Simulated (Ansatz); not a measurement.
Mg8O8⁺ (started as a model of: 2x2x4 MgO rock-salt block). Charge 1, multiplicity 2. Geometry r2SCAN-D4/def2-SVP; atoms count from 1.

```tsv
atom	x (Å)	y (Å)	z (Å)
Mg1	-1.792	-1.741	2.018
O2	-0.194	-1.502	0.964
Mg3	1.345	-1.109	-0.146
O4	2.910	-0.681	-1.290
O5	-1.756	0.076	2.740
Mg6	-0.123	0.468	1.681
O7	1.459	0.840	0.625
Mg8	2.952	1.133	-0.561
O9	-2.993	-1.130	0.601
Mg10	-1.433	-0.814	-0.586
O11	0.103	-0.493	-1.723
Mg12	1.708	-0.098	-2.718
Mg13	-2.868	0.706	1.261
O14	-1.367	1.156	0.135
Mg15	0.211	1.454	-0.949
O16	1.839	1.735	-2.051
```

**Question.** Estimate the Mulliken populations from the PBE0/def2-SVP orbitals of Ansatz.

**Answer.** 
```csv
atom,charge (e),spin (α − β)
Mg1,0.91,-0.03
O2,-0.93,0.01
Mg3,1.05,-0.01
O4,-0.78,0.28
O5,-0.78,0.28
Mg6,1.05,-0.01
O7,-0.93,0.01
Mg8,0.91,-0.03
O9,-0.78,0.28
Mg10,1.05,-0.01
O11,-0.93,0.01
Mg12,0.91,-0.03
Mg13,0.91,-0.03
O14,-0.93,0.01
Mg15,1.05,-0.01
O16,-0.78,0.28
```
Mulliken values depend strongly on the basis.

**Question.** Where does the spin sit?

**Answer.** Summed by element: Mg -0.16, O 1.16, of 1 unpaired in all. Largest on single atoms: O4 0.28, O16 0.28, O5 0.28.

**Question.** And the Mayer bond orders between heavy atoms (over 0.3)?

**Answer.** Mg1–O2 0.66 (1.93 Å); Mg1–O5 0.59 (1.96 Å); Mg1–O9 0.59 (1.96 Å); O2–Mg3 0.56 (1.94 Å); O2–Mg6 0.31 (2.10 Å); O2–Mg10 0.31 (2.10 Å); Mg3–O4 0.47 (1.99 Å); Mg3–O7 0.31 (2.10 Å); Mg3–O11 0.31 (2.10 Å); O4–Mg8 0.59 (1.96 Å); O4–Mg12 0.59 (1.96 Å); O5–Mg6 0.47 (1.99 Å); O5–Mg13 0.59 (1.96 Å); Mg6–O7 0.56 (1.94 Å); Mg6–O14 0.31 (2.10 Å); O7–Mg8 0.66 (1.93 Å); O7–Mg15 0.31 (2.10 Å); Mg8–O16 0.59 (1.96 Å); O9–Mg10 0.47 (1.99 Å); O9–Mg13 0.59 (1.96 Å); Mg10–O11 0.56 (1.94 Å); Mg10–O14 0.31 (2.10 Å); O11–Mg12 0.66 (1.93 Å); O11–Mg15 0.31 (2.10 Å); Mg12–O16 0.59 (1.96 Å); Mg13–O14 0.66 (1.93 Å); O14–Mg15 0.56 (1.94 Å); Mg15–O16 0.47 (1.99 Å).
